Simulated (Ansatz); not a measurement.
`[F][SnH]([Cl])[SeH]` → `[SeH]`• + `[F][SnH][Cl]`•  (homolysis of the Se–Sn bond)

Computed with Ansatz on PBE0-D4/def2-TZVP structures; ΔE is electronic, products minus reactants. CCSD(T)/CBS is the MP2 limit (def2-TZVPP, def2-QZVPP) plus CCSD(T) − MP2 in def2-TZVPP, frozen cores. Functionals use def2-TZVPP. B3LYP here is the variant with VWN-RPA as its local correlation; programs differ in this. Open shells (•) are unrestricted, without spin–orbit coupling. Elements past krypton have def2 core potentials. For Se, Sn outer-core shells are correlated without core-valence functions, which leaves a few kJ/mol of doubt a bond. Scalar relativity is left out up to krypton. Each species was taken in one conformer, which may not be the lowest.

```
           level  ΔE (eV)  difference from CCSD(T)/CBS
         BLYP-D4     2.62                        -0.50
      r2SCANh-D4     2.80                        -0.32
      r2SCAN0-D4     2.79                        -0.33
         ωB97X-V     2.94                        -0.18
          revPBE     2.55                        -0.57
            BLYP     2.45                        -0.67
          r2SCAN     2.78                        -0.34
            PBE0     2.80                        -0.32
           B3LYP     2.58                        -0.54
       CAM-B3LYP     2.67                        -0.45
         LC-ωPBE     2.77                        -0.35
    MP2/def2-SVP     2.90                        -0.22
CCSD(T)/def2-SVP     2.76                        -0.36
   HF/def2-TZVPP     1.92                        -1.20
  MP2/def2-QZVPP     3.20                         0.08
   MP2/CBS(def2)     3.29                         0.17
     CCSD(T)/CBS     3.12                            0
```

Largest T1 diagnostic among the species: 0.017.

From BLYP to BHLYP (50 % exact exchange), in def2-TZVPP and without D4, ΔE moves by +0.16 eV. Leaving LDA and LC-ωPBE aside and taking each functional with its dispersion term where it has one, the values, not all of them listed here, spread over 0.35 eV, from BLYP-D4 to PBE-QIDH. LDA lies +0.56 eV from PBE without D4, its usual overbinding.

CCSD(T)/CBS has its own doubt, a few kJ/mol and more with outer-core shells, so smaller differences from it don't rank the levels.
